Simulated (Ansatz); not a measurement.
Hf₄⁺. Charge 1, multiplicity 2. Geometry PBE0-D4/def2-SVP; atoms count from 1.

```xyz
4

Hf    1.477   -0.969    1.554
Hf   -1.476    0.966   -1.557
Hf   -0.792   -1.106    0.064
Hf    0.791    1.109   -0.061
```

In the def2 sets Hf takes a core potential; there is no spin–orbit coupling. No other spin state of charge 1 was run. Another isomer (doublet) lies 0.87 eV lower at PBE0-D4/def2-TZVP; other spin states weren't run for this one.

**Question.** Estimate the Mulliken populations from the PBE0/def2-TZVP orbitals of Ansatz.

**Answer.** 
```
atom  charge (e)  spin (α − β)  d electrons
 Hf1        0.24          0.22         2.23
 Hf2        0.24          0.22         2.23
 Hf3        0.26          0.28         2.51
 Hf4        0.26          0.28         2.51
```
Mulliken values and Mayer orders depend strongly on the basis.

**Question.** Where does the spin sit?

**Answer.** Summed by element: Hf 1.00, of 1 unpaired in all. Largest on single atoms: Hf4 0.28, Hf3 0.28, Hf2 0.22.

**Question.** And the Mayer bond orders between bonded heavy atoms (over 0.3)?

**Answer.** Hf1–Hf3 1.74 (2.72 Å); Hf1–Hf4 1.74 (2.72 Å); Hf2–Hf3 1.74 (2.72 Å); Hf2–Hf4 1.74 (2.72 Å); Hf3–Hf4 1.27 (2.73 Å). Values over 0.3 also appear between atoms too far apart for a bond (Hf1–Hf2 0.45 at 4.71 Å); they arise where an orbital or an unpaired electron spreads over both atoms.
